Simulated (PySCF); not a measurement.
PySCF input file for Zn(iPr)(OH) (C3H8OZn), SMILES C[CH](C)[Zn][OH], HF/pcSseg-1. Geometry: B3LYP-D3(BJ)/def2-SVP. The structure was generated by enumeration; whether it is a known compound was not checked. One conformer was computed; it need not be the lowest.

```python
import numpy as np
from pyscf import gto, scf, dft
from pyscf.prop.nmr import rhf as nmr

mol = gto.M(
    atom='''
    Zn   -0.08977829    0.51331589    0.48621522
    C    -0.25718556   -0.66838175   -1.07157916
    C    -0.54894173   -2.11501515   -0.65296928
    C     0.96977345   -0.58180901   -1.98776486
    H    -1.13216484   -0.28950211   -1.63136913
    H    -0.68279331   -2.76500186   -1.53904272
    H     0.27890882   -2.54770993   -0.06552302
    H    -1.46376411   -2.20133746   -0.04420539
    H     1.15637140    0.44359286   -2.34663265
    H     0.84411856   -1.22334404   -2.88115246
    H     1.88723745   -0.92390113   -1.47898939
    O     0.14479680    1.49566844    1.96201879
    H    -0.33481637    2.33361490    1.97818773
    ''',
    basis='pcSseg-1',
    charge=0,
    spin=0,
    max_memory=1600,
    verbose=3,
)
mf = scf.RHF(mol)
mf.conv_tol = 1e-10
mf.max_cycle = 100
mf.kernel()
n = nmr.NMR(mf)
n.verbose = 2
n.max_cycle_cphf = 60
sigma = n.kernel()
print('atom   isotropic/ppm   span/ppm')
for i, s in enumerate(sigma):
    w = np.linalg.eigvalsh((s + s.T) / 2)
    print(f'{mol.atom_symbol(i):2s}{i + 1:3d} {w.mean():14.3f} {w[2] - w[0]:11.3f}')
```

Log of the run:

```
converged SCF energy = -1970.67770810107
atom   isotropic/ppm   span/ppm
Zn  1       1796.711    1060.122
C   2        186.878      14.459
C   3        168.528      35.301
C   4        168.450      35.339
H   5         31.434       9.795
H   6         30.342      11.977
H   7         30.493      10.629
H   8         30.263      12.443
H   9         30.291      12.390
H  10         30.346      11.985
H  11         30.490      10.661
O  12        375.717      22.385
H  13         31.920      26.160
```

The run converged.

Cost: roughly 50 core-seconds.
